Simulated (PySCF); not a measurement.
From one molecule to another.

First species: C4H9FO2Si2.
Structure used (GFN2-xTB), in Å, numbered top down from 1:
```
atom  x, y, z in Å
F1     3.4938    1.3010   -1.3076
Si2    2.5413    0.7569   -0.1486
O3     2.5454   -0.8790   -0.1889
Si4    1.1119   -1.5960   -0.4843
C5     0.0632    0.0315   -0.5246
C6    -0.8637    0.1770    0.6558
C7    -2.2509   -0.3835    0.5788
C8    -2.0440    1.1003    0.5812
O9     1.0144    1.1044   -0.5173
H10    3.0142    1.2057    1.1330
H11    0.7993   -2.4191    0.6737
H12    1.1751   -2.2509   -1.7828
H13   -0.5160    0.1532   -1.4461
H14   -0.3487    0.1123    1.6072
H15   -2.5543   -0.8559   -0.3435
H16   -2.6667   -0.8476    1.4597
H17   -2.3189    1.6580    1.4631
H18   -2.2042    1.6381   -0.3404
```

Second species: C₆H₉FSSi.
SMILES: `C#C[C@@]1(F)CS[SiH2][C@@H]1C`

Levels: PBE0/pcSseg-1 for HOMO energy, LUMO energy and HOMO–LUMO gap. Geometries: GFN2-xTB. All species are isolated and taken at one optimised geometry, non-relativistic unless stated. Electronic properties by PySCF.

Values for the first species:

* HOMO energy: -7.89 eV
* LUMO energy: 0.01 eV
* HOMO–LUMO gap: 7.90 eV

(1) Estimate the same properties for the second species, and the change in each.

## Answers

(1) 
```
     property     first    second  second less first
  HOMO energy  -7.89 eV  -6.86 eV           +1.03 eV
  LUMO energy   0.01 eV  -0.08 eV           -0.09 eV
HOMO–LUMO gap   7.90 eV   6.78 eV           -1.12 eV
```

One conformer stands for the species.
